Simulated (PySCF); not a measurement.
C9H12, charge +1, doublet, at a GFN2-xTB geometry (a state made from the parent by changing its charge; the spin is typed, not shown lowest); SCAN/STO-3G (PySCF).

Here is a job for PySCF.
```python
from pyscf import gto, scf, dft

mol = gto.M(
    atom='''
C    -2.43669334   -1.55200020   -0.08752277
C    -1.19149595   -0.75729472   -0.03571278
C    -1.23061383    0.64248736   -0.09360560
C    -0.05778139    1.41037006   -0.05683572
C    -0.12015502    2.88602778   -0.10470733
C     1.17352787    0.74713323    0.04128671
C     1.24925311   -0.65114078    0.10125664
C     2.55649576   -1.33473413    0.19265404
C     0.05718192   -1.38831871    0.05747994
H    -2.33471581   -2.49205667    0.45078264
H    -3.28798115   -0.99073970    0.29106165
H    -2.66175972   -1.80879480   -1.12787572
H    -2.18583825    1.14134534   -0.17049871
H    -0.21182707    3.27944347    0.91313060
H    -0.99297513    3.23316785   -0.65375355
H     0.78668623    3.31330672   -0.52700580
H     2.08472623    1.32691550    0.06909461
H     3.30642363   -0.70617568    0.66770678
H     2.47581561   -2.28618631    0.71418849
H     2.92157467   -1.55853846   -0.81513215
H     0.10155580   -2.46686650    0.10254250
''',
    basis='sto-3g',
    charge=1,
    spin=1,
    verbose=4,
)

mf = dft.UKS(mol)
mf.xc = 'scan'
mf.grids.atom_grid = (75, 302)
mf.kernel()
mf.analyze()
```

The log (banner, timings and long lists left out):

```
PySCF version 2.14.0

[INPUT] verbose = 4
[INPUT] num. atoms = 21
[INPUT] num. electrons = 65
[INPUT] charge = 1
[INPUT] spin (= nelec alpha-beta = 2S) = 1
[INPUT] symmetry False subgroup None
[INPUT] Mole.unit = angstrom
[INPUT] Symbol           X                Y                Z      unit          X                Y                Z       unit  Magmom
[...]
nuclear repulsion = 420.967167366624
number of shells = 39
number of NR pGTOs = 171
number of NR cGTOs = 57
basis = sto-3g
ecp = {}

******** <class 'pyscf.dft.uks.UKS'> ********
method = UKS
initial guess = minao
damping factor = 0
level_shift factor = 0
DIIS = <class 'pyscf.scf.diis.CDIIS'>
diis_start_cycle = 1
diis_space = 8
diis_damp = 0
SCF conv_tol = 1e-09
SCF conv_tol_grad = None
SCF max_cycles = 50
direct_scf = True
direct_scf_tol = 1e-13
number electrons alpha = 33  beta = 32
XC library pyscf.dft.libxc version 7.1.2
    S. Lehtola, C. Steigemann, M. J. T. Oliveira, and M. A. L. Marques,  SoftwareX 7, 1–5 (2018)
XC functionals = scan
    J. Sun, A. Ruzsinszky, and J. P. Perdew,  Phys. Rev. Lett. 115, 036402 (2015)
    J. Sun, A. Ruzsinszky, and J. P. Perdew,  Phys. Rev. Lett. 115, 036402 (2015)
radial grids:
    Treutler-Ahlrichs [JCP 102, 346 (1995); DOI:10.1063/1.469408] (M4) radial grids

becke partition: Becke, JCP 88, 2547 (1988); DOI:10.1063/1.454033
pruning grids: <function nwchem_prune>
grids dens level: 3
symmetrized grids: False
atomic radii adjust function: <function treutler_atomic_radii_adjust>
User specified grid scheme (75, 302)
small_rho_cutoff = 0
Set gradient conv threshold to 3.16228e-05
tot grids = 305120
init E= -346.84687094448

cycle= 1 E= -345.550373073243  delta_E=  1.3  |g|= 0.166  |ddm|= 4.27
cycle= 2 E= -345.485290206852  delta_E= 0.0651  |g|= 0.349  |ddm|= 1.35
cycle= 3 E= -345.561665469557  delta_E= -0.0764  |g|= 0.108  |ddm|= 1.31
cycle= 4 E= -345.568697630976  delta_E= -0.00703  |g|= 0.041  |ddm|= 0.119
cycle= 5 E= -345.569431760146  delta_E= -0.000734  |g|= 0.0339  |ddm|= 0.0675
cycle= 6 E= -345.570409963668  delta_E= -0.000978  |g|= 0.0141  |ddm|= 0.0822
cycle= 7 E= -345.570650708792  delta_E= -0.000241  |g|= 0.0085  |ddm|= 0.0327
cycle= 8 E= -345.570812861931  delta_E= -0.000162  |g|= 0.0174  |ddm|= 0.111
cycle= 9 E= -345.570901515708  delta_E= -8.87e-05  |g|= 0.0171  |ddm|= 0.0238
cycle= 10 E= -345.571093751418  delta_E= -0.000192  |g|= 0.0178  |ddm|= 0.0636
cycle= 11 E= -345.571268058219  delta_E= -0.000174  |g|= 0.0161  |ddm|= 0.0414
cycle= 12 E= -345.571787666422  delta_E= -0.00052  |g|= 0.00261  |ddm|= 0.192
cycle= 13 E= -345.571788097728  delta_E= -4.31e-07  |g|= 0.00255  |ddm|= 0.0151
cycle= 14 E= -345.571792417884  delta_E= -4.32e-06  |g|= 0.00149  |ddm|= 0.0129
cycle= 15 E= -345.571782927056  delta_E= 9.49e-06  |g|= 0.00282  |ddm|= 0.0164
cycle= 16 E= -345.571794753651  delta_E= -1.18e-05  |g|= 0.000395  |ddm|= 0.0227
cycle= 17 E= -345.571793704879  delta_E= 1.05e-06  |g|= 0.000863  |ddm|= 0.00753
cycle= 18 E= -345.571794682485  delta_E= -9.78e-07  |g|= 0.000389  |ddm|= 0.0103
cycle= 19 E= -345.5717948994  delta_E= -2.17e-07  |g|= 3.48e-05  |ddm|= 0.00283
cycle= 20 E= -345.571794901506  delta_E= -2.11e-09  |g|= 2e-05  |ddm|= 0.000226
cycle= 21 E= -345.571794902427  delta_E= -9.22e-10  |g|= 9.5e-06  |ddm|= 0.000106
Extra cycle  E= -345.571794902443  delta_E= -1.59e-11  |g|= 1.55e-05  |ddm|= 5.63e-05
converged SCF energy = -345.571794902443  <S^2> = 0.78522132  2S+1 = 2.0349165
**** SCF Summaries ****
Total Energy =                        -345.571794902443344
Nuclear Repulsion Energy =             420.967167366623926
One-electron Energy =                -1287.192836175099274
Two-electron Energy =                  520.653873906032004
Two-electron Coulomb Energy =          573.432573816351010
DFT Exchange-Correlation Energy =      -52.778699910318963
**** MO energy ****
                             alpha | beta                alpha | beta
[...]
To work with the spin densities directly, `use mulliken_meta_spin()` only printing them here.

 ** Mulliken spin pop alpha/beta on meta-lowdin orthogonal AOs **
 ** Mulliken Spin Density (per AO)  **
spin_pop of  0 C 1s       -0.00000
spin_pop of  0 C 2s        0.00233
spin_pop of  0 C 2px       0.00516
spin_pop of  0 C 2py       0.00310
spin_pop of  0 C 2pz       0.00300
spin_pop of  1 C 1s        0.00001
spin_pop of  1 C 2s       -0.01526
spin_pop of  1 C 2px      -0.00933
spin_pop of  1 C 2py      -0.01092
spin_pop of  1 C 2pz      -0.14009
spin_pop of  2 C 1s       -0.00001
spin_pop of  2 C 2s        0.02131
spin_pop of  2 C 2px       0.00384
spin_pop of  2 C 2py       0.00682
spin_pop of  2 C 2pz       0.33940
spin_pop of  3 C 1s       -0.00001
spin_pop of  3 C 2s        0.01464
spin_pop of  3 C 2px      -0.00153
spin_pop of  3 C 2py       0.00184
spin_pop of  3 C 2pz       0.22557
spin_pop of  4 C 1s       -0.00000
spin_pop of  4 C 2s       -0.00323
spin_pop of  4 C 2px      -0.00212
spin_pop of  4 C 2py      -0.00853
spin_pop of  4 C 2pz       0.01091
spin_pop of  5 C 1s        0.00000
spin_pop of  5 C 2s       -0.00804
spin_pop of  5 C 2px      -0.00568
spin_pop of  5 C 2py      -0.00679
spin_pop of  5 C 2pz      -0.08397
spin_pop of  6 C 1s       -0.00001
spin_pop of  6 C 2s        0.01418
spin_pop of  6 C 2px      -0.00163
spin_pop of  6 C 2py       0.00148
spin_pop of  6 C 2pz       0.21955
spin_pop of  7 C 1s       -0.00000
spin_pop of  7 C 2s       -0.00310
spin_pop of  7 C 2px      -0.00672
spin_pop of  7 C 2py      -0.00353
spin_pop of  7 C 2pz       0.01082
spin_pop of  8 C 1s       -0.00001
spin_pop of  8 C 2s        0.02179
spin_pop of  8 C 2px       0.00486
spin_pop of  8 C 2py       0.00662
spin_pop of  8 C 2pz       0.34737
spin_pop of  9 H 1s       -0.00321
spin_pop of  10 H 1s       -0.00288
spin_pop of  11 H 1s       -0.00906
spin_pop of  12 H 1s       -0.01334
spin_pop of  13 H 1s        0.02936
spin_pop of  14 H 1s        0.00723
spin_pop of  15 H 1s        0.00609
spin_pop of  16 H 1s        0.00384
spin_pop of  17 H 1s        0.00588
spin_pop of  18 H 1s        0.00712
spin_pop of  19 H 1s        0.02865
spin_pop of  20 H 1s       -0.01377
 ** Mulliken Spin Density (per atom)  **
spin density of  0 C =      0.01359
spin density of  1 C =     -0.17558
spin density of  2 C =      0.37137
spin density of  3 C =      0.24050
spin density of  4 C =     -0.00297
spin density of  5 C =     -0.10447
spin density of  6 C =      0.23356
spin density of  7 C =     -0.00253
spin density of  8 C =      0.38062
spin density of  9 H =     -0.00321
spin density of  10 H =     -0.00288
spin density of  11 H =     -0.00906
spin density of  12 H =     -0.01334
spin density of  13 H =      0.02936
spin density of  14 H =      0.00723
spin density of  15 H =      0.00609
spin density of  16 H =      0.00384
spin density of  17 H =      0.00588
spin density of  18 H =      0.00712
spin density of  19 H =      0.02865
spin density of  20 H =     -0.01377
 ** Mulliken pop alpha/beta on meta-lowdin orthogonal AOs **
 ** Mulliken pop       alpha | beta **
In total            33.00000 | 32.00000
 ** Mulliken atomic charges   ( Nelec_alpha | Nelec_beta ) **
charge of  0C =     -0.14438  (     3.07898      3.06539 )
charge of  1C =      0.04740  (     2.88851      3.06409 )
charge of  2C =      0.04349  (     3.16394      2.79257 )
charge of  3C =      0.12521  (     3.05764      2.81714 )
charge of  4C =     -0.14087  (     3.06895      3.07192 )
charge of  5C =     -0.05186  (     2.97370      3.07816 )
charge of  6C =      0.12385  (     3.05486      2.82130 )
charge of  7C =     -0.14091  (     3.06919      3.07172 )
charge of  8C =      0.04538  (     3.16762      2.78700 )
charge of  9H =      0.07879  (     0.45900      0.46221 )
charge of  10H =      0.07834  (     0.45939      0.46227 )
charge of  11H =      0.08588  (     0.45253      0.46159 )
charge of  12H =      0.09604  (     0.44531      0.45865 )
charge of  13H =      0.10773  (     0.46082      0.43145 )
charge of  14H =      0.08839  (     0.45942      0.45219 )
charge of  15H =      0.09052  (     0.45778      0.45170 )
charge of  16H =      0.08489  (     0.45947      0.45564 )
charge of  17H =      0.09035  (     0.45777      0.45189 )
charge of  18H =      0.08833  (     0.45939      0.45228 )
charge of  19H =      0.10726  (     0.46069      0.43205 )
charge of  20H =      0.09617  (     0.44503      0.45880 )

WARN: System has nonzero charge 1; the dipole moment is origin-dependent.
Location of origin: [0. 0. 0.]

Dipole moment(X, Y, Z, Debye):  0.42419,  0.26225, -0.06641
```
